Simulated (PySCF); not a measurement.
C₂H₇AlN₂.
SMILES with atom numbers: `[CH2:1]1[CH2:2][NH:3][AlH:4][NH:5]1` (hydrogens: H6, H7 on C1; H8, H9 on C2; H10 on N3; H11 on Al4; H12 on N5)

Computed with PBE0-D3(BJ)/def2-SVP geometry optimisation, gas phase in PySCF 2.14.0.

Some entries are withheld. Bonds in one row agree within 0.01 Å.

```json
{"coordinate": "C1–C2", "value": "?"}
{"coordinate": "N3–Al4, Al4–N5", "value": "?"}
{"coordinate": "C1–N5, C2–N3", "value": "?"}
{"coordinate": "C1–H6 and 3 like bonds", "value": "1.108 Å"}
{"coordinate": "N3–H10, N5–H12", "value": "1.010 Å"}
{"coordinate": "Al4–H11", "value": "1.578 Å"}
{"coordinate": "C2–C1–N5", "value": "109.0°"}
{"coordinate": "C2–C1–H6", "value": "?"}
{"coordinate": "N5–C1–H6", "value": "?"}
{"coordinate": "H6–C1–H7", "value": "106.4°"}
{"coordinate": "C2–N3–Al4", "value": "108.4°"}
{"coordinate": "C2–N3–H10", "value": "114.8°"}
{"coordinate": "Al4–N3–H10", "value": "133.7°"}
{"coordinate": "N3–Al4–N5", "value": "94.8°"}
{"coordinate": "N3–Al4–H11", "value": "?"}
{"coordinate": "N5–Al4–H11", "value": "?"}
```

Question: Fill in the missing values.

Answer: 
- C1–C2 = 1.539 Å, drawn single (both ends sp3 carbon bound to nitrogen); 0.02 Å above the sum of covalent radii, 1.52 Å.
- N3–Al4, Al4–N5 = 1.784 Å, drawn single (ends: nitrogen bonded to Al, C and H; aluminium bonded to 2 N and H); 0.14 Å below the sum of covalent radii, 1.92 Å.
- C1–N5, C2–N3 = 1.457 Å, drawn single (ends: sp3 carbon bound to nitrogen; nitrogen bonded to Al, C and H); 0.01 Å below the sum of covalent radii, 1.47 Å.
- C2–C1–H6 = 108.7°, at the sp3 carbon bound to nitrogen; the outer atoms are 2.168 Å apart.
- N5–C1–H6 = 111.7°, at the sp3 carbon bound to nitrogen; the outer atoms are 2.134 Å apart.
- N3–Al4–H11 = 132.3°, at the aluminium bonded to 2 N and H; the outer atoms are 3.076 Å apart.
- N5–Al4–H11 = 132.9°, at the aluminium bonded to 2 N and H; the outer atoms are 3.083 Å apart.

Radii are Cordero's, carbon taken as 0.76, 0.73 or 0.69 Å for four, three, and two or fewer neighbours.

Not checked by PBE0-D3(BJ)/def2-SVP frequencies. One conformer, not necessarily the lowest (N5–C1–C2–N3 35°, C1–C2–N3–Al4 -27°, C2–N3–Al4–N5 10°, N3–Al4–N5–C1 10°).
